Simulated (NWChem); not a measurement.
# InHSCl2; SMILES [SH][In]([Cl])[Cl]

```xyz
5

In     0.0211     0.0010     0.0000
Cl     1.4156    -1.8656     0.0000
Cl    -2.2825    -0.3880     0.0000
S      0.8793     2.2195     0.0000
H     -0.3654     2.7504     0.0000
```
Atoms are numbered in this order, from 1.

Coordinates come from a PBE0/def2-SVP optimisation. Not confirmed as a minimum by frequencies. def2 effective core potentials on In; no spin-orbit coupling.

Symmetry labels are those of Cs in the frame above (b1 and b2, or b-type labels, depend on it).

Q: List the 4 lowest vertical singlet excitations from PBE/def2-SVPD with def2 effective core potentials on In, TDA (NWChem).

A: 
```tsv
state	energy (eV)	oscillator strength	symmetry	leading excitation (squared amplitude)
S1	3.60	0.005	a"	HOMO → LUMO (1.00)
S2	4.34	0.013	a'	HOMO−2 → LUMO (0.66)
S3	4.41	0.000	a"	HOMO−3 → LUMO (1.00)
S4	4.43	0.035	a'	HOMO−1 → LUMO (0.56)
```
